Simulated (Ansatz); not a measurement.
Reaction (atomization): `O=[C](S)[GaH2]` → C• + Ga• + 3 H• + O• + S•

Calculated with Ansatz (gas phase, PBE0-D4/def2-TZVP geometries, no zero-point term in ΔE). CCSD(T)/CBS is the MP2 limit (def2-TZVPP, def2-QZVPP) plus CCSD(T) − MP2 in def2-TZVPP, frozen cores. This one scheme is used for every species, atoms too. DFT in def2-TZVPP. HSE06 is defined as in plane-wave codes. No spin–orbit coupling; open shells (•) take unrestricted orbitals. Spin–orbit coupling would lower the free atoms: a little for C, O, S; clearly for Ga. For Ga outer-core shells are correlated without core-valence functions, so the limit isn't a true one: a few kJ/mol of doubt a bond, and 10 to 20 or more in all where bonds break to atoms. Scalar relativity is left out up to krypton. One conformer a species, not always the lowest.

`O=[C](S)[GaH2]`:

Cartesian coordinates in Å:
```
O 0.129 0.499 2.049
C 0.016 0.518 0.856
S -0.258 2.090 0.011
Ga 0.117 -1.163 -0.289
H -0.307 1.565 -1.223
H 0.351 -2.525 0.437
H -0.047 -0.985 -1.841
```

| level | ΔE (eV) |
| --- | --- |
| HSE06 | 22.78 |
| CCSD/CBS(def2) | 22.31 |

Problem. What does CCSD(T)/CBS give? (Estimate.)

Solution. Computed: +22.90 eV. The listed levels differ from it by -0.12, -0.59 eV.

Largest T1 diagnostic among the species: 0.017.

The D4 term adds +0.28 eV with B3LYP and +0.14 eV with PBE0; it sums over pairs of atoms, weighted by their polarisabilities, and B3LYP, whose exchange is more repulsive, gets the larger term. From BLYP to BHLYP (50 % exact exchange), in def2-TZVPP and without D4, ΔE moves by −1.22 eV: exact exchange takes away binding that semilocal exchange gives to molecules.

B3LYP here is the variant with VWN-RPA as its local correlation; programs differ in this.

For atomizations the MP2-based limit and the directly extrapolated one differ by several kJ/mol either way, and by 10 to 25 for some Ge, Se and Sn compounds, so smaller differences from it don't rank the levels.
